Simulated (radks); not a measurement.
Results of a calculation; reference values are marked as such.
Question: The krypton ion Kr2+, configuration [Ar] 3d10 4s2 4p3 6s1 (not the ground configuration). Code: a radial shooting solver on a logarithmic mesh with Libxc functionals. Model: scalar-relativistic Kohn-Sham, LDA (Slater exchange, Perdew-Wang correlation), spin-unpolarised, spherical densities, point nucleus. Some entries of the table are withheld. Estimate them.

orbital  occ.  eigenvalue (eV)  <r^2> (bohr^2)
1s          2        -14172.29        0.002324
2s          2              (1)         0.03982
2p          6        -1683.852         0.03141
3s          2        -298.6560          0.3243
3p          6        -230.4815          0.3422
3d         10              (2)          0.3774
4s          2         -54.6251           2.430
4p          3         -38.8856           3.165
6s          1          -8.0389           50.25

Answer: 
(1) 2s eigenvalue (eV): -1897.877
(2) 3d eigenvalue (eV): -117.2016
